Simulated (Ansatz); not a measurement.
Species: H2AlO2, SMILES `[OH][Al][OH]` (H–O–Al–O torsion 0°, O–Al–O–H torsion 0°) (charge 0, multiplicity 2).

Q: Give a relaxed geometry from B3LYP-D3(BJ)/def2-TZVP (Ansatz, a first-principles code).

A: Several could match; the one computed here: the end point of this relaxation, one of several conformers (outside a Z-matrix the atoms follow the SMILES, hydrogens last).
Cartesian coordinates (Å) in one orientation:
```xyz
5

O     -1.515    -0.180    -0.136
Al    -0.009    -0.673     0.487
O      1.511    -0.119    -0.048
H     -1.660     0.453    -0.843
H      1.672     0.519    -0.746
```
